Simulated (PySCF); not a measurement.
**Indium: a sound run and one with changed settings**

Sound run: In²⁺ [Kr] 4d10 5s1, In³⁺ [Kr] 4d10. All numbers are calculated (PySCF 2.14, the spin-free X2C one-electron Hamiltonian (Gaussian nucleus), in x2c-SVPall (6s5p3d, 36 functions)). The sound run starts from symmetry-adapted Hartree-Fock orbitals and uses a fine grid where one is needed.

Changed run: initial guess sap, at most 50 SCF cycles, level shift 10.0 hartree.

| species | method | sound run (hartree) | changed run (hartree) | converged |
| --- | --- | --- | --- | --- |
| In²⁺ | UHF | -5876.79510 | -5876.79509 | no |
| In²⁺ | M06-L | -5879.27525 | -5879.27501 | no |
| In²⁺ | B3LYP | -5879.43595 | -5879.43589 | no |
| In³⁺ | UHF | -5875.81320 | -5875.81320 | no |
| In³⁺ | M06-L | -5878.26258 | -5878.26257 | no |
| In³⁺ | B3LYP | -5878.38538 | -5878.38538 | no |

A level shift slows the SCF but leaves a converged energy unchanged.
